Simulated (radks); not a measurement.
Hg53+, 27 electrons, occupied as [Ar] 3d9. All-electron calculation, Dirac Kohn-Sham, BLYP, spin-unpolarised, spherical densities, finite nucleus; open shells are shared between the two j in proportion to 2j + 1; Fermi nuclear charge, rms radius 5.4648 fm. Program: a radial shooting solver on a logarithmic mesh with Libxc functionals.

Spin-orbit splittings of the eigenvalues, e(l+1/2) - e(l-1/2), with zeta = 2 splitting/(2l+1) and mean radii in bohr:

| shell | occ. | splitting (eV) | zeta (eV) | <r> j=l-1/2 | <r> j=l+1/2 |
|---|---|---|---|---|---|
| 2p | 6 | ? | ? | 0.05674 | 0.06534 |
| 3p | 6 | 461.4 | 307.6 | 0.1656 | 0.1800 |
| 3d | 9 | 101.3 | 40.52 | 0.1557 | 0.1601 |

Estimate the 2p splitting.

Answer. 1961 eV (zeta = 1307 eV).
